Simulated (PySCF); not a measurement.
# Electron correlation in B⁻ (boron, charge -1)

[He] 2s2 2p2, high-spin 3P determinant. Computed with PySCF 2.14 in def2-TZVPPD (6s3p3d1f, 37 functions), with no relativity, point nucleus. Frozen: nothing; 6 electrons correlated.

| level | correlation energy (mhartree) |
| --- | --- |
| CCSD | -95.22 |
| (T) | -3.14 |
| CCSD(T) | -98.36 |
| CCSDT | -99.18 |

Diagnostics: T1 = 0.0091, D1 = 0.0258, largest double amplitude 0.084.

Cost of the coupled-cluster step: of the order of 2 core-seconds, for 6 correlated electrons.

This basis was not built for core-valence correlation, so the inner-shell part is incomplete.
